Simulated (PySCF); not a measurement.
C3H3N2, multiplicity 2. Atoms are numbered in the order given.

```xyz
8

C     -1.1829    -0.0862     0.0000
C     -0.5210     1.1229     0.0000
C      0.8409     0.7150     0.0000
N      0.9788    -0.6106     0.0000
N     -0.2878    -1.0887     0.0000
H     -0.9369     2.1262     0.0000
H      1.7299     1.3463     0.0000
H     -0.4521    -2.0876     0.0000
```
Charge 0, spin multiplicity 2.

The structure is a stationary point at B3LYP-D3(BJ)/def2-SVP. The isomer is the one that the SMILES or the coordinates give; other isomers of the formula were not compared.

These are TDA-B3LYP/def2-SVPD (PySCF 2.14.0) values and carry that method's errors.

Vertical excitations. Gas-phase values at a fixed geometry.

Task: Give excitation energies, oscillator strengths and character. (The exact figures need the calculation; the answer reports its results.)

Result: 
| state | energy (eV) | λ (nm) | f | main pairs |
|---|---|---|---|---|
| root 1 | 1.48 | 837 | 0.002 | β HOMO→LUMO 99 % |
| root 2 | 2.35 | 527 | 0.000 | β HOMO−1→LUMO 100 % |
| root 3 | 3.28 | 378 | 0.010 | β HOMO−2→LUMO 97 % |
| root 4 | 4.75 | 261 | 0.000 | α HOMO→LUMO 34 %, α HOMO−1→LUMO 14 %, β HOMO→LUMO+1 42 % |
| root 5 | 5.43 | 228 | 0.001 | α HOMO−1→LUMO 37 %, α HOMO→LUMO 19 %, β HOMO−1→LUMO+1 36 % |
| root 6 | 5.90 | 210 | 0.000 | α HOMO−2→LUMO 73 %, β HOMO−2→LUMO+1 19 % |
| root 7 | 6.15 | 202 | 0.000 | α HOMO→LUMO+2 37 %, β HOMO→LUMO+4 34 %, β HOMO−3→LUMO 9 %, β HOMO→LUMO+1 9 % |
| root 8 | 6.34 | 195 | 0.005 | α HOMO→LUMO+2 6 %, β HOMO−3→LUMO 78 % |
| root 9 | 6.53 | 190 | 0.000 | α HOMO−3→LUMO 23 %, α HOMO−2→LUMO 20 %, β HOMO−2→LUMO+1 45 % |
| root 10 | 6.70 | 185 | 0.010 | α HOMO−1→LUMO+2 49 %, α HOMO−1→LUMO 10 %, β HOMO−1→LUMO+4 22 % |
Unrestricted roots are not spin-pure.
